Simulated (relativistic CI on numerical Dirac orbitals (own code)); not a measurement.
**Radial parameters of V XXII**

Method of calculation: Dirac-Coulomb-Breit CI, KLI orbitals optimised for each configuration, a model potential for QED, unscaled Slater integrals (own radial code, finite nucleus).

Slater integrals F^k, G^k are unscaled and averaged over j, outside the closed core (none); ζ comes from projecting the Hamiltonian with its Breit term on Σ l·s of the shell.

- 1s.2s: G^0(1s,2s) = 107280 cm⁻¹; <r>(1s) = 0.06482, <r^2>(1s) = 0.005624, <r>(2s) = 0.2656, <r^2>(2s) = 0.08236 (bohr units).
- 1s.2p: G^1(1s,2p) = 237760, ζ(2p) = 59207 cm⁻¹; <r>(1s) = 0.06483, <r^2>(1s) = 0.005626, <r>(2p) = 0.2243, <r^2>(2p) = 0.06052 (bohr units).
- 1s.3s: G^0(1s,3s) = 28218 cm⁻¹; <r>(1s) = 0.06471, <r^2>(1s) = 0.005602, <r>(3s) = 0.602, <r^2>(3s) = 0.4121 (bohr units).

Averages of the first 10 configurations, taken without configuration mixing, which lowers the lowest level and can move excited configurations by several eV; other configurations of the list can lie among them:

| Configuration | Parity | States | Average energy above the lowest level (eV) |
| --- | --- | --- | --- |
| 1s2 | even | 1 | 0.0 |
| 1s.2s | even | 4 | 5159.4 |
| 1s.2p | odd | 12 | 5188.7 |
| 1s.3s | even | 4 | 6104.7 |
| 1s.3p | odd | 12 | 6113.0 |
| 1s.3d | even | 20 | 6117.1 |
| 1s.4s | even | 4 | 6432.5 |
| 1s.4p | odd | 12 | 6435.9 |
| 1s.4d | even | 20 | 6437.6 |
| 1s.4f | odd | 28 | 6438.0 |
